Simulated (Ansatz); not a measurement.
Results of the Gaussian-basis code of Ansatz.

C2H6BFOS. Total charge 0; spin multiplicity 1. The bonds changed during the relaxation, so this is another structure than the one it started from. The geometry is a stationary point of PBE0-D4/def2-TZVP. It is one conformer, not always the lowest.

```xyz
12

B    -0.181   -2.151   -0.197
C    -0.243   -0.583   -0.285
O    -1.373    0.043   -0.453
F    -1.228   -2.803   -0.829
S     1.209    0.273   -0.016
C     0.661    1.954    0.331
H     0.947   -2.537   -0.454
H    -0.269   -2.135    1.052
H    -1.289    1.005   -0.375
H     0.201    2.428   -0.540
H     0.001    1.990    1.199
H     1.565    2.516    0.566
```

Task: What is the dipole moment at PBE/def2-TZVPP? (Best estimate.)

Result: The calculation gave: 7.79 D, with components (1.14, 7.64, 1.03) D in this frame, pointing from negative to positive charge.

Task: And with r2SCAN, B3LYP, ωB97M-V? (An estimate is asked.)

Result: The calculation gave: r2SCAN 8.00 D, B3LYP 8.15 D, ωB97M-V 8.30 D.

Task: Give the Mulliken charges with PBE, r2SCAN, ωB97M-V in def2-TZVPP. (Best estimate.)

Result: The calculation gave: 
```json
{"atom": "B1", "PBE": "0.05", "r2SCAN": "0.18", "ωB97M-V": "-0.07"}
{"atom": "C2", "PBE": "0.16", "r2SCAN": "0.15", "ωB97M-V": "0.21"}
{"atom": "O3", "PBE": "-0.13", "r2SCAN": "-0.19", "ωB97M-V": "-0.16"}
{"atom": "F4", "PBE": "-0.32", "r2SCAN": "-0.37", "ωB97M-V": "-0.36"}
{"atom": "S5", "PBE": "0.05", "r2SCAN": "0.06", "ωB97M-V": "0.12"}
{"atom": "C6", "PBE": "-0.30", "r2SCAN": "-0.20", "ωB97M-V": "-0.40"}
{"atom": "H7", "PBE": "-0.05", "r2SCAN": "-0.07", "ωB97M-V": "0.00"}
{"atom": "H8", "PBE": "-0.04", "r2SCAN": "-0.07", "ωB97M-V": "0.00"}
{"atom": "H9", "PBE": "0.20", "r2SCAN": "0.22", "ωB97M-V": "0.20"}
{"atom": "H10", "PBE": "0.12", "r2SCAN": "0.08", "ωB97M-V": "0.14"}
{"atom": "H11", "PBE": "0.14", "r2SCAN": "0.11", "ωB97M-V": "0.16"}
{"atom": "H12", "PBE": "0.13", "r2SCAN": "0.10", "ωB97M-V": "0.15"}
```

B3LYP here is the variant with VWN-RPA as its local correlation; programs differ in this.
